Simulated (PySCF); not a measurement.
From one molecule to another.

First species: C5H9FO2.
SMILES: `C[C@@H]1CCO[C@H](F)O1`

Second species: H6P2Si2.
InChI=1S/H6P2Si2/c1-3-2-4-1/h1-2H,3-4H2

Levels: PBE0/def2-SVPD for HOMO energy, LUMO energy, HOMO–LUMO gap and static isotropic polarisability; TDDFT PBE0/def2-SVPD for lowest singlet excitation; TDA PBE0/def2-SVPD for lowest triplet excitation (Tamm–Dancoff). Geometries: GFN2-xTB. Each species is one conformer at its optimised geometry, gas phase, non-relativistic unless stated; the electronic structure was computed with PySCF and density fitting.

| property | column X | column Y |
| --- | --- | --- |
| HOMO energy | -6.59 eV | -8.25 eV |
| LUMO energy | -0.95 eV | 0.53 eV |
| HOMO–LUMO gap | 5.64 eV | 8.78 eV |
| lowest singlet excitation | 4.45 eV | 7.68 eV |
| lowest triplet excitation (Tamm–Dancoff) | 4.03 eV | 7.59 eV |
| static isotropic polarisability | 105.0 au | 65.7 au |

(1) Which column belongs to which species?

(2) How does each property change from the first species to the second?

Answers

(1) Column X is the second species and column Y the first. The first has 17 atoms and 64 electrons, the second 10 and 64.

(2) HOMO energy +1.66 eV; LUMO energy -1.48 eV; HOMO–LUMO gap -3.14 eV; lowest singlet excitation -3.23 eV; lowest triplet excitation (Tamm–Dancoff) -3.56 eV; static isotropic polarisability +39.3 au.

On the first: S1 lies 1.10 eV below the HOMO–LUMO gap; its leading configuration is HOMO→LUMO, weight 0.97. The principal polarisabilities are 60.4, 67.2 and 69.6 au; their mean is the isotropic value.

On the second: S1 lies 1.19 eV below the HOMO–LUMO gap; its leading configuration is HOMO→LUMO, weight 0.98. The polarisability is 15.56 Å³ as a volume (1 au = 0.148185 Å³), or 1.64 au for each of the 64 electrons.
